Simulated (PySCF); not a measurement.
Species: C5H5NO.
Numbering: `[O:1]=[CH:2][n:3]1[cH:4][cH:5][cH:6][cH:7]1` (hydrogens: H8 on C2; H9 on C4; H10 on C5; H11 on C6; H12 on C7)

The same species was optimised twice, with GFN2-xTB and with PBE0-D3(BJ)/def2-SVP (PySCF), and the same property calculations (PySCF, gas phase) were run on both structures.

| coordinate | GFN2-xTB | PBE0-D3(BJ)/def2-SVP | change |
| --- | --- | --- | --- |
| C2–N3 (Å) | 1.370 | 1.389 | +0.019 |
| C6–C7 (Å) | 1.355 | 1.368 | +0.013 |
| C4–C5 (Å) | 1.356 | 1.367 | +0.011 |
| C5–C6 (Å) | 1.425 | 1.434 | +0.009 |
| N3–C4 (Å) | 1.379 | 1.385 | +0.006 |
| N3–C7 (Å) | 1.381 | 1.383 | +0.002 |
| O1=C2 (Å) | 1.199 | 1.198 | -0.001 |
| C4–N3–C7 (°) | 108.2 | 109.3 | +1.1 |
| C2–N3–C4 (°) | 126.1 | 125.3 | -0.8 |
| O1–C2–N3 (°) | 125.0 | 124.2 | -0.8 |
| N3–C7–C6 (°) | 108.4 | 107.8 | -0.6 |
| N3–C4–C5 (°) | 108.5 | 107.9 | -0.6 |
| C2–N3–C7 (°) | 125.7 | 125.4 | -0.3 |
| C5–C6–C7 (°) | 107.4 | 107.7 | +0.3 |
| C4–C5–C6 (°) | 107.4 | 107.4 | 0.0 |
| O1–C2–N3–C4 (°) | 180 | 180 | 0 |

Rotational constants: A = 8185, B = 2164, C = 1712 MHz (GFN2-xTB) against A = 8040, B = 2149, C = 1696 MHz (PBE0-D3(BJ)/def2-SVP). Point groups within 0.08 Å: Cs and Cs.

On the GFN2-xTB structure: lowest singlet, TDDFT (eV) 4.65 [PBE0/def2-SVPD]; lowest triplet, Tamm–Dancoff (eV) 3.45 [PBE0/def2-SVPD]; isotropic polarisability (au) 67.3 [PBE0/def2-SVPD]; HOMO (eV) -6.92 [PBE0/def2-SVPD]; LUMO (eV) -1.32 [PBE0/def2-SVPD]; dipole (D) 2.62 [PBE0/def2-SVPD]; HOMO (eV) -6.89 [PBE0/pcSseg-1]; LUMO (eV) -1.18 [PBE0/pcSseg-1]; dipole (D) 2.51 [PBE0/pcSseg-1]; GIAO shielding of O1 (ppm) -159.7 [PBE0/pcSseg-1]; GIAO shielding of C2 (ppm) 24.8 [PBE0/pcSseg-1]; GIAO shielding of N3 (ppm) 36.0 [PBE0/pcSseg-1]; GIAO shielding of C4/C7 (mean) (ppm) 63.8 [PBE0/pcSseg-1]; GIAO shielding of C5/C6 (mean) (ppm) 66.5 [PBE0/pcSseg-1].

Question: What do these properties become on the PBE0-D3(BJ)/def2-SVP structure?

Answer: 
```
                                    property           level  on GFN2-xTB  on PBE0-D3(BJ)/def2-SVP  change
                  lowest singlet, TDDFT (eV)  PBE0/def2-SVPD         4.65                     4.59   -0.06
           lowest triplet, Tamm–Dancoff (eV)  PBE0/def2-SVPD         3.45                     3.41   -0.04
               isotropic polarisability (au)  PBE0/def2-SVPD         67.3                     68.4    +1.1
                                   HOMO (eV)  PBE0/def2-SVPD        -6.92                    -6.88   +0.04
                                   LUMO (eV)  PBE0/def2-SVPD        -1.32                    -1.34   -0.02
                                  dipole (D)  PBE0/def2-SVPD         2.62                     2.50   -0.12
energy, GFN2-xTB geometry as zero (kcal/mol)  PBE0/def2-SVPD          0.0                     -0.9    -0.9
                                   HOMO (eV)   PBE0/pcSseg-1        -6.89                    -6.85   +0.04
                                   LUMO (eV)   PBE0/pcSseg-1        -1.18                    -1.20   -0.02
                                  dipole (D)   PBE0/pcSseg-1         2.51                     2.40   -0.11
energy, GFN2-xTB geometry as zero (kcal/mol)   PBE0/pcSseg-1          0.0                     -0.4    -0.4
                  GIAO shielding of O1 (ppm)   PBE0/pcSseg-1       -159.7                   -162.9    -3.2
                  GIAO shielding of C2 (ppm)   PBE0/pcSseg-1         24.8                     24.0    -0.8
                  GIAO shielding of N3 (ppm)   PBE0/pcSseg-1         36.0                     30.0    -6.0
        GIAO shielding of C4/C7 (mean) (ppm)   PBE0/pcSseg-1         63.8                     62.0    -1.8
        GIAO shielding of C5/C6 (mean) (ppm)   PBE0/pcSseg-1         66.5                     64.6    -1.9
```

The heavy atoms differ by 0.010 Å rms after alignment. Among bonds between heavy atoms C2–N3 changes most (+0.019 Å). Changes are differences of the printed values. Neither structure is proved a minimum here.

Shape of the structure used: `[O:1]=[CH:2][n:3]1[cH:4][cH:5][cH:6][cH:7]1`: O1–C2–N3–C4 180°.
